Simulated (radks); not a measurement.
Numerical settings for the lead ion Pb+, [Hg] 6p1. All-electron calculation, Dirac Kohn-Sham, LDA (Slater exchange, Perdew-Wang correlation), spin-unpolarised, spherical densities, finite nucleus; open shells are shared between the two j in proportion to 2j + 1; Fermi nuclear charge, rms radius 5.5012 fm. Program: a radial shooting solver on a logarithmic mesh with Libxc functionals. The defaults (mesh step 0.008 in ln r, mesh end at 40 bohr or more with all orbitals vanishing there, Anderson mixing 0.5 over 9 steps, residual threshold near 1e-9 with the energy settled to 1e-9 hartree or 1e-11 of itself, here a cap of 58 iterations) give E = -20911.126 hartree and 6p3/2 at -9.651 eV in 14 iterations. Run on one thread of a shared host, so times are rough (Arm Neoverse N1): 0.22 s of CPU time, 0.22 s wall, 14 iterations on 2360 mesh points. Changes against that run (0 stands for a change within the tolerance of the run):

| setting | iterations | converged | E (mhartree) | e(6p3/2) (meV) | CPU (s) |
|---|---|---|---|---|---|
| mesh step in ln r 0.012 | 14 | yes | 0 | 0 | 0.16 |
| mesh step in ln r 0.02 | 14 | yes | +0.00134 | 0 | 0.11 |
| mesh step in ln r 0.03 | 14 | yes | +0.0145 | 0 | 0.08 |
| mesh end (bohr) 3 | 14 | level above zero | +1.66e+03 | +2.54e+04 | 0.17 |
| mesh end (bohr) 1 | 14 | level above zero | +3.35e+05 | +1.34e+06 | 0.16 |
| residual threshold 1e-16 | 58 | no | 0 | 0 | 0.47 |
| residual threshold 0.001 | 9 | yes | 0 | +1.18 | 0.17 |
| mixing 1.5 | 15 | yes | 0 | 0 | 0.24 |
| linear mixing, mixing 0.8 | 58 | no | +0.0251 | +8.41 | 0.92 |
| linear mixing, mixing 0.05 | 58 | no | +0.919 | -250 | 0.77 |
| mixing history 2 | 20 | yes | 0 | 0 | 0.28 |
| iteration cap 2 | 2 | no | +2.53e+03 | -8.38e+03 | 0.05 |

Settled on a wrong energy, with an occupied level pushed above zero by the early mesh end: mesh end (bohr) 3 (+1.66 hartree); mesh end (bohr) 1 (+335 hartree). Apart from these: no run marked as converged misses the energy by more than 1 mhartree. A mesh that ends early acts as a hard wall.
